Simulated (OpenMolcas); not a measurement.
Ionisation energies of tungsten

```json
{"Program": "OpenMolcas 26.06", "Basis": "ANO-RCC-VDZP [7s6p4d2f1g]", "Scalar Hamiltonian": "DKH2, point nucleus", "Spin-orbit coupling": "state interaction with AMFI integrals over the reference wave functions, term energies averaged over their components"}
```

Active shells in each charge state: the valence d, s shells, with orbitals averaged over the low states. Where CASPT2's correlated closed shells are named, they are those of the first ion.

A. CASSCF
B. SS-CASPT2, IPEA 0.25 Eh, imaginary shift 0.1 Eh (closed shells correlated: 5s 5p)
C. SS-CASPT2, IPEA 0 Eh, imaginary shift 0.1 Eh (closed shells correlated: 5s 5p)
D. SS-CASPT2, IPEA 0.25 Eh, imaginary shift 0.1 Eh (closed shells correlated: 4f 5s 5p)

Energies in eV between the lowest computed levels, named as in B; reference values from the NIST Atomic Spectra Database with their kind.

```json
{"From": "W 5d5 6s 7S3", "To": "W+ 5d4 6s 6D 1/2", "A": "6.712", "B": "7.144", "C": "7.253", "D": "7.257", "Spin-orbit share in B": "-0.570", "Reference": "7.864 (measured)"}
{"From": "W+ 5d4 6s 6D 1/2", "To": "W2+ 5d4 5D0", "A": "14.913", "B": "15.469", "C": "15.523", "D": "15.589", "Spin-orbit share in B": "-0.411", "Reference": "16.370 (semi-empirical)"}
```

Other lowest levels: C, W 5d4 6s2 5D0 to 5d4 6s 6D 1/2.

Error against the reference values, in %:

```
From       Reference      A     B     C     D
   W        measured  -14.6  -9.2  -7.8  -7.7
  W+  semi-empirical   -8.9  -5.5  -5.2  -4.8
```

Absolute error against the one measured value: A 1.15 eV, B 0.72 eV, C 0.61 eV, D 0.61 eV.

The lowest level within the active space need not be the ion's true ground level.
